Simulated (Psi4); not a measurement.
C$_{3}$H$_{9}$N, charge +1, doublet, at a GFN2-xTB geometry (a state made from the parent by changing its charge; the spin is typed, not shown lowest); B3LYP5/STO-3G in Psi4.

The Psi4 input:
```
memory 2 GB

molecule mol {
1 2
C    -0.586976    1.209356    0.590904
C    -0.008740    0.088029   -0.263518
C     1.438712   -0.293058    0.021830
N    -0.855916   -1.003974   -0.396140
H     0.044677    2.091622    0.547727
H    -0.641650    0.874418    1.627980
H    -1.592098    1.487150    0.279473
H     0.061085    0.567211   -1.280054
H     1.813157   -1.038464   -0.677162
H     1.503866   -0.716871    1.025242
H     2.083351    0.579576   -0.024996
H    -0.491597   -1.924164   -0.600700
H    -1.847355   -0.918624   -0.219828
}

set {
  basis sto-3g
  reference uks
  scf_type pk
  puream true
  d_convergence 1e-8
  dft_radial_points 99
  dft_spherical_points 590
}

energy('b3lyp5')
print_variables()
```

The log (banner, timings and long lists left out):

```
   => Loading Basis Set <=

    Name: STO-3G
    Role: ORBITAL
    Keyword: BASIS

         ---------------------------------------------------------
                                   SCF
               by Justin Turney, Rob Parrish, Andy Simmonett
                          and Daniel G. A. Smith
                              UKS Reference
         ---------------------------------------------------------

  ==> Geometry <==

    Molecular point group: c1
    Full point group: C1

    Geometry (in Angstrom), charge = 1, multiplicity = 2:

       Center              X                  Y                   Z               Mass
    ------------   -----------------  -----------------  -----------------  -----------------
         C           -0.571253841437     1.226235052242     0.602306758609    12.000000000000
         C            0.006982158563     0.104908052242    -0.252115241391    12.000000000000
         C            1.454434158563    -0.276178947758     0.033232758609    12.000000000000
         N           -0.840193841437    -0.987094947758    -0.384737241391    14.003074004430
         H            0.060399158563     2.108501052242     0.559129758609     1.007825032230
         H           -0.625927841437     0.891297052242     1.639382758609     1.007825032230
         H           -1.576375841437     1.504029052242     0.290875758609     1.007825032230
         H            0.076807158563     0.584090052242    -1.268651241391     1.007825032230
         H            1.828879158563    -1.021584947758    -0.665759241391     1.007825032230
         H            1.519588158563    -0.699991947758     1.036644758609     1.007825032230
         H            2.099073158563     0.596455052242    -0.013593241391     1.007825032230
         H           -0.475874841437    -1.907284947758    -0.589297241391     1.007825032230
         H           -1.831632841437    -0.901744947758    -0.208425241391     1.007825032230

  Running in c1 symmetry.

  Rotational constants: A =      0.28863  B =      0.26061  C =      0.15274 [cm^-1]
  Rotational constants: A =   8653.02905  B =   7812.90164  C =   4578.96312 [MHz]
  Nuclear repulsion =  136.286478815413204

  Charge       = 1
  Multiplicity = 2
  Electrons    = 33
  Nalpha       = 17
  Nbeta        = 16

  ==> Algorithm <==

  SCF Algorithm Type is PK.
  DIIS enabled.
  MOM disabled.
  Fractional occupation disabled.
  Guess Type is SAD.
  Energy threshold   = 1.00e-06
  Density threshold  = 1.00e-08
[...]
      Ntotal   =   33.0000045088 ; deviation = 4.509e-06

   @Spin Contamination Metric:   3.611638455E-03
   @S^2 Expected:                7.500000000E-01
   @S^2 Observed:                7.536116385E-01
   @S   Expected:                5.000000000E-01
   @S   Observed:                5.000000000E-01

    Orbital Energies [Eh]
    ---------------------

    Alpha Occupied:

[...]
    Alpha Virtual:

[...]
    Beta Occupied:

[...]
      16A     -0.530600

    Beta Virtual:

[...]
      29A      0.317214

    Final Occupation by Irrep:
              A
    DOCC [    16 ]
    SOCC [     1 ]
    NA   [    17 ]
    NB   [    16 ]

  @UKS Final Energy:  -171.95212001117446

   => Energetics <=

    Nuclear Repulsion Energy =            136.2864788154132043
    One-Electron Energy =                -492.4400125552316467
    Two-Electron Energy =                 205.2189965520017552
    DFT Exchange-Correlation Energy =     -21.0175828233577633
    Empirical Dispersion Energy =           0.0000000000000000
    VV10 Nonlocal Energy =                  0.0000000000000000
    Total Energy =                       -171.9521200111744577

  UHF NO Occupations:
  HONO-2 :   15  A 1.9994617
  HONO-1 :   16  A 1.9992112
  HONO-0 :   17  A 1.0000000
  LUNO+0 :   18  A 0.0007888
  LUNO+1 :   19  A 0.0005383
  LUNO+2 :   20  A 0.0002425
  LUNO+3 :   21  A 0.0001911

Computation Completed

Properties will be evaluated at   0.000000,   0.000000,   0.000000 [a0]

Properties computed using the SCF density matrix

 Multipole Moments:

 ------------------------------------------------------------------------------------
     Multipole            Electronic (a.u.)      Nuclear  (a.u.)        Total (a.u.)
 ------------------------------------------------------------------------------------

 L = 1.  Multiply by 2.5417464519 to convert [e a0] to [Debye]
 Dipole X            :         -1.8624526            1.0101595           -0.8522931
 Dipole Y            :         -2.0404671            1.0844869           -0.9559802
 Dipole Z            :         -1.2425846            0.7326313           -0.5099533
 Magnitude           :                                                    1.3785333

 ------------------------------------------------------------------------------------

  Variable Map:
  ----------------------------------------------------------------------------
[...]
  Array Variable Map:
  ----------------------------------------------------------------------------
[...]
[...]
```
